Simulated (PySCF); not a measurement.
C5H3N3. Atoms are numbered in the order given.

```xyz
11

N      0.0171    -3.1526     0.0000
C      0.0464    -1.9949     0.0000
C      0.0365    -0.5552     0.0000
C     -1.1842     0.1380     0.0000
N     -1.2203     1.4635     0.0000
C     -0.0530     2.0973     0.0000
C      1.1620     1.4040     0.0000
N      1.2098     0.0799     0.0000
H     -2.1352    -0.4045     0.0000
H     -0.0732     3.1924     0.0000
H      2.1164     1.9409     0.0000
```
Charge 0, spin multiplicity 1.

The structure is a stationary point at PBE0-D3(BJ)/def2-SVP.

Computed with PySCF with PBE/def2-TZVP.

Gas-phase values at a fixed geometry.

Task: Estimate the frontier levels, gap, dipole moment. (The exact figures need the calculation; the answer reports its results.)

Result: 
```json
{
 "highest_occupied_level": "-6.53 eV",
 "lowest_empty_level": "-3.44 eV",
 "orbital_gap": "3.09 eV",
 "dipole_moment": "4.04 D",
 "quadrupole, principal values (traceless, Buckingham form, about the centre of nuclear charge)": "-12.52, 4.26, 8.26 D·Å"
}
```
